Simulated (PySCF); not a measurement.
C2H5NOSi, SMILES N#CC[SiH2]O.

The structure is a stationary point at B3LYP-D3(BJ)/def2-SVP. The structure was generated by enumeration, and PubChem lists no compound with its InChIKey, so it may never have been made. Other conformers were not sampled.

Two levels are set side by side: TDDFT-PBE/def2-SVPD (PySCF) and TDDFT-B3LYP/def2-SVPD (PySCF). Vertical, same geometry. The lowest singlet is HOMO→LUMO 97 % with PBE and HOMO−1→LUMO 98 % with the other functional; states are paired by order. Differences are taken from unrounded values.

```csv
quantity,TDDFT-B3LYP
lowest singlet excitation (eV),7.11
lowest triplet excitation (TDA) (eV),6.19
```

Q: What does TDDFT-PBE give, and how far is it from TDDFT-B3LYP? (An estimate is asked for; the answer gives what the named calculation found.)

A: 
| quantity | TDDFT-PBE | TDDFT-PBE minus TDDFT-B3LYP |
|---|---|---|
| lowest singlet excitation (eV) | 6.46 | -0.64 |
| lowest triplet excitation (TDA) (eV) | 6.09 | -0.10 |

A lower first singlet is the usual sign of a functional without exact exchange. Differences between two approximate levels are no errors against the true value.

Rough cost on one machine, each run with all the roots and properties that it gave: TDDFT-B3LYP against TDDFT-PBE about 4 times.
